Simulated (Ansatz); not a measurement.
`O[SiH](F)S` + Cl• → `O[SiH](F)[S]`• + HCl  (hydrogen abstraction from the S–H bond)

Calculated with Ansatz (gas phase, PBE0-D4/def2-TZVP geometries, no zero-point term in ΔE). CCSD(T)/CBS adds triple-zeta CCSD(T) − MP2 to the extrapolated MP2 energy (def2 sets, frozen cores). This one scheme is used for every species, atoms too. Functionals use def2-TZVPP. HSE06 is defined as in plane-wave codes. No spin–orbit coupling; open shells (•) take unrestricted orbitals. Spin–orbit coupling would lower the free atoms: a little for Cl. One conformer a species, not always the lowest.

```json
{"level": "PBE-D4", "ΔE (kJ/mol)": "-57.0", "difference from CCSD(T)/CBS": "-8.2"}
{"level": "revPBE-D4", "ΔE (kJ/mol)": "-53.7", "difference from CCSD(T)/CBS": "-4.9"}
{"level": "r2SCAN-D4", "ΔE (kJ/mol)": "-55.6", "difference from CCSD(T)/CBS": "-6.8"}
{"level": "B97M-V", "ΔE (kJ/mol)": "-54.9", "difference from CCSD(T)/CBS": "-6.1"}
{"level": "r2SCAN0-D4", "ΔE (kJ/mol)": "-51.1", "difference from CCSD(T)/CBS": "-2.3"}
{"level": "r2SCAN", "ΔE (kJ/mol)": "-55.9", "difference from CCSD(T)/CBS": "-7.1"}
{"level": "r2SCANh", "ΔE (kJ/mol)": "-53.9", "difference from CCSD(T)/CBS": "-5.1"}
{"level": "HSE06", "ΔE (kJ/mol)": "-52.6", "difference from CCSD(T)/CBS": "-3.8"}
{"level": "HF/def2-SVP", "ΔE (kJ/mol)": "-31.7", "difference from CCSD(T)/CBS": "17.1"}
{"level": "MP2/def2-SVP", "ΔE (kJ/mol)": "-39.0", "difference from CCSD(T)/CBS": "9.8"}
{"level": "HF/def2-TZVPP", "ΔE (kJ/mol)": "-36.8", "difference from CCSD(T)/CBS": "12.0"}
{"level": "MP2/def2-TZVPP", "ΔE (kJ/mol)": "-48.4", "difference from CCSD(T)/CBS": "0.4"}
{"level": "SCS-MP2/def2-QZVPP", "ΔE (kJ/mol)": "-46.7", "difference from CCSD(T)/CBS": "2.1"}
{"level": "HF/CBS(def2)", "ΔE (kJ/mol)": "-37.5", "difference from CCSD(T)/CBS": "11.3"}
{"level": "MP2/CBS(def2)", "ΔE (kJ/mol)": "-50.9", "difference from CCSD(T)/CBS": "-2.1"}
{"level": "CCSD/CBS(def2)", "ΔE (kJ/mol)": "-48.0", "difference from CCSD(T)/CBS": "0.8"}
{"level": "CCSD(T)/CBS", "ΔE (kJ/mol)": "-48.8", "difference from CCSD(T)/CBS": "0"}
```

Largest T1 diagnostic among the species: 0.014.

From PBE to PBE0 (25 % exact exchange), in def2-TZVPP and without D4, ΔE moves by +5.7 kJ/mol. At CCSD(T), def2-SVP lies +11.1 kJ/mol from the extrapolated value and def2-TZVPP +2.5 kJ/mol.

CCSD(T)/CBS has its own doubt, a few kJ/mol and more with outer-core shells, so smaller differences from it don't rank the levels.
